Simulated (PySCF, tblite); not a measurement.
**Complex of Mg2+ and 4 × hydrogen fluoride**

A gas-phase complex of Mg2+ and 4 × hydrogen fluoride; charge +2, singlet. The structure comes from a short search (6 tight-binding starts) and was relaxed by PBE0-D3(BJ)/def2-SVPD; another way of binding may lie lower. Frequencies by PBE0-D3(BJ)/def2-SVPD show no clear imaginary mode.

Parts: 1 = Mg2+ ([Mg+2]), atoms 1, charge +2; 2 = hydrogen fluoride (F), atoms 2–3; 3 = hydrogen fluoride (F), atoms 4–5; 4 = hydrogen fluoride (F), atoms 6–7; 5 = hydrogen fluoride (F), atoms 8–9.

```xyz
9

Mg   -0.268    0.363    0.151
F    -2.124    0.892   -0.055
H    -3.026    1.130   -0.165
F    -0.192   -1.424    0.906
H    -0.148   -2.293    1.263
F     0.606    0.376   -1.581
H     1.045    0.394   -2.412
F     0.640    1.624    1.315
H     1.055    2.231    1.899
```
Atom numbers follow the order of the file, from 1.

Contacts between parts, classed by geometry: Mg1···F6 1.941 Å (ion contact); Mg1···F2 1.941 Å (ion contact); Mg1···F8 1.941 Å (ion contact); Mg1···F4 1.942 Å (ion contact).

Interaction energies are complex less parts, with the parts frozen as they stand in it; counterpoise-corrected, in kcal/mol (PySCF).

Question: How strongly do the parts interact, level by level?

Answer: 
```tsv
level	interaction	superposition error removed
wB97M-D3(BJ)/def2-TZVPD	-185.88	-0.34
PBE0-D3(BJ)/def2-TZVPD	-187.34	-0.36
```

Question: What holds them together? Decompose the wB97M-D3(BJ)/def2-TZVPD energy: frozen parts, their antisymmetrised product, then relaxation.

Answer: electrostatic -130.4, Pauli repulsion +41.2, orbital relaxation -94.6, dispersion correction -2.5 kcal/mol, which sum to the value before the counterpoise correction; the Pauli term holds the exchange-correlation of the frozen density too. Of the attraction, 57 % is electrostatic, 42 % is orbital relaxation, 1 % is dispersion correction.

The parts were also relaxed and run alone, at the levels used for the complex: shieldings by PBE0/pcSseg-2; core levels by delta-SCF with SCAN, pcX-2 on the ionised atom and pcseg-1 elsewhere, spin-free X2C.

Values alone: shielding of Mg1 (ppm): 695.0; shielding of F6 (ppm): 410.9; shielding of F2 (ppm): 410.9; Mg1 1s core level (eV): 1334.62; F6 1s core level (eV): 694.12.

Question: How do these values change when the complex forms?

Answer: 
| property | alone | in the complex | change |
| --- | --- | --- | --- |
| shielding of Mg1 (ppm) | 695.0 | 620.9 | -74.1 |
| shielding of F6 (ppm) | 410.9 | 421.4 | +10.5 |
| shielding of F2 (ppm) | 410.9 | 421.5 | +10.6 |
| Mg1 1s core level (eV) | 1334.62 | 1325.70 | -8.92 |
| F6 1s core level (eV) | 694.12 | 705.79 | +11.68 |

Question: What are the binding energy from relaxed parts (wB97M-D3(BJ)/def2-TZVPD), and ΔH and ΔG of association at 298.15 K and 1 atm?

Answer: -185.20 kcal/mol, -181.09 with zero-point energy; ΔH -182.9 and ΔG -151.7 kcal/mol, from harmonic vibrations by PBE0-D3(BJ)/def2-SVPD with low modes damped.

Multiply charged ions in the gas phase bind far more strongly than in solution.

The 6 runs behind this took 14 min in all, one thread each of Arm Neoverse N1 on a shared host, launched as `OMP_NUM_THREADS=1 python cluster_run.py task.json out`.
